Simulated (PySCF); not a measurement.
# In³⁺ (indium, charge +3) across methods

[Kr] 4d10, closed-shell 1S. Calculation: PySCF 2.14, in aug-cc-pwCVDZ-PP with ECP28MDF (6s5p4d1f, 48 functions); scalar relativity through the core potential.

| method | E (hartree) | mean ε 4s (eV) | mean ε 4p (eV) | mean ε 4d (eV) | Σ⟨r²⟩ (bohr²) | ⟨S²⟩ |
| --- | --- | --- | --- | --- | --- | --- |
| BLYP | -188.1121 | -151.31 | -108.81 | -47.572 | 23.29 | 0.000 |
| B2PLYP | -187.9244 | -164.31 | -119.23 | -52.596 | 23.09 | 0.000 |
| LDA | -187.7973 | -151.27 | -108.87 | -47.897 | 23.35 | 0.000 |
| UHF | -187.41089 | -175.27 | -127.93 | -56.555 | 22.94 | 0.000 |
| r2SCAN | -188.2337 | -154.69 | -111.23 | -48.114 | 23.07 | 0.000 |
| PBE | -188.1549 | -151.29 | -108.85 | -47.672 | 23.23 | 0.000 |
| r2SCAN0 | -188.2155 | -159.90 | -115.55 | -50.520 | 23.02 | 0.000 |
| PBE0 | -188.1765 | -157.58 | -113.91 | -50.188 | 23.12 | 0.000 |

Task: Estimate the same row for TPSS.

Result: E (hartree) = -188.0969; mean ε 4s (eV) = -151.95; mean ε 4p (eV) = -109.29; mean ε 4d (eV) = -47.596; Σ⟨r²⟩ (bohr²) = 23.19; ⟨S²⟩ = 0.000.

Energies and moments cover only the electrons outside the core potential.
